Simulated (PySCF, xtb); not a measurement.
dimethylboranyl formate (C3H7BO2), SMILES CB(C)OC=O.

GFN2-xTB (xtb) at its own geometry gives an orbital gap of 3.89 eV and a dipole moment of 2.09 D.

Coordinates come from a B3LYP-D3(BJ)/def2-SVP optimisation. The values are those of a single conformer.

Task: What does PBE/def2-TZVP (PySCF) give? (An estimate is asked for; the answer gives what the named calculation found.)

Result: gap 4.66 eV (levels -6.66 and -2.01 eV), dipole 1.61 D.
